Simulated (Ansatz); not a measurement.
A nudged elastic band was laid between two geometries of AsB$_{2}$H$_{7}$N$_{2}$ (12 atoms, charge 0, multiplicity 1).

These are results of RKS revPBE/def2-SVP in Ansatz 0.2.0, not measurements.

```
movable images  : 7
climbing image  : yes
spring          : 5.0 eV/Å²
optimiser       : quadratic models (default)
start path      : through a guess of the saddle point
force threshold : 0.03 eV/Å
iteration limit : 60
end points      : relaxed
```

Image 0:

```xyz
12
Properties=species:S:1:pos:R:3
B -0.280 1.141 1.790
N -0.702 0.737 0.498
B -0.147 -0.289 -0.388
N -0.794 -0.585 -1.611
As 1.503 -1.413 0.217
H 0.686 0.608 2.304
H -0.894 2.021 2.370
H -1.527 1.229 0.133
H -0.441 -1.274 -2.272
H -1.658 -0.135 -1.923
H 1.849 -1.867 -1.220
H 2.482 -0.227 0.136
```

Image 8:

```xyz
12
Properties=species:S:1:pos:R:3
B -0.277 1.142 1.788
N -0.706 0.735 0.499
B -0.149 -0.289 -0.388
N -0.793 -0.584 -1.612
As 1.500 -1.412 0.218
H -0.891 2.018 2.373
H 0.694 0.613 2.296
H -1.536 1.221 0.138
H -0.437 -1.271 -2.275
H -1.658 -0.136 -1.925
H 1.847 -1.863 -1.219
H 2.482 -0.229 0.140
```

**Question.** What changes between the two ends?

**Answer.** No bond is made or broken. The dihedral H6–B1–N2–B3 goes from 0 to -180°. The two ends are copies of one structure, up to a mirror image or an exchange of like atoms.

**Question.** Give the energies along the band, and the barrier.

**Answer.** It converged. The highest image is number 5 of 0 to 8, 108.9 kJ/mol above the ends, which have the same energy within 2 meV. A vibrational analysis at the climbing image gives 2 clearly imaginary modes (841i, 63i cm⁻¹): a point of higher order, so a lower path passes nearby.

```json
{"image": "0", "path coordinate (Å)": "0.00", "energy (kJ/mol)": "0.0", "dihedral H6–B1–N2–B3 (°)": "0"}
{"image": "1", "path coordinate (Å)": "0.52", "energy (kJ/mol)": "2.1", "dihedral H6–B1–N2–B3 (°)": "5"}
{"image": "2", "path coordinate (Å)": "1.04", "energy (kJ/mol)": "12.6", "dihedral H6–B1–N2–B3 (°)": "24"}
{"image": "3", "path coordinate (Å)": "1.57", "energy (kJ/mol)": "37.8", "dihedral H6–B1–N2–B3 (°)": "49"}
{"image": "4", "path coordinate (Å)": "2.09", "energy (kJ/mol)": "79.1", "dihedral H6–B1–N2–B3 (°)": "73"}
{"image": "5", "path coordinate (Å)": "2.61", "energy (kJ/mol)": "108.9", "dihedral H6–B1–N2–B3 (°)": "90"}
{"image": "6", "path coordinate (Å)": "3.44", "energy (kJ/mol)": "53.9", "dihedral H6–B1–N2–B3 (°)": "121"}
{"image": "7", "path coordinate (Å)": "4.26", "energy (kJ/mol)": "9.2", "dihedral H6–B1–N2–B3 (°)": "160"}
{"image": "8", "path coordinate (Å)": "5.09", "energy (kJ/mol)": "0.0", "dihedral H6–B1–N2–B3 (°)": "-180"}
```

**Question.** What is the geometry of the highest image?

**Answer.** 
```xyz
12
Properties=species:S:1:pos:R:3:forces:R:3
B -0.222 1.208 1.756 0.01 0.01 0.00
N -0.672 0.755 0.437 0.00 0.01 0.00
B -0.196 -0.299 -0.416 0.01 0.00 0.00
N -0.804 -0.599 -1.668 0.00 0.00 0.00
As 1.350 -1.521 0.294 0.00 0.00 0.00
H 0.638 2.076 1.862 -0.01 -0.01 0.00
H -0.716 0.754 2.781 0.00 0.00 0.00
H -1.452 1.316 0.069 0.00 -0.01 0.00
H -0.449 -1.321 -2.292 0.00 0.00 0.00
H -1.621 -0.111 -2.042 0.01 0.00 0.01
H 1.842 -1.942 -1.105 0.00 0.00 0.00
H 2.379 -0.371 0.358 0.00 0.00 0.00
```

The run took 6.1 min on 2 threads of Intel(R) Xeon(R) Platinum 8259CL CPU @ 2.50GHz (Skylake/Cascade Lake) (shared host), peak memory 0.2 GiB.
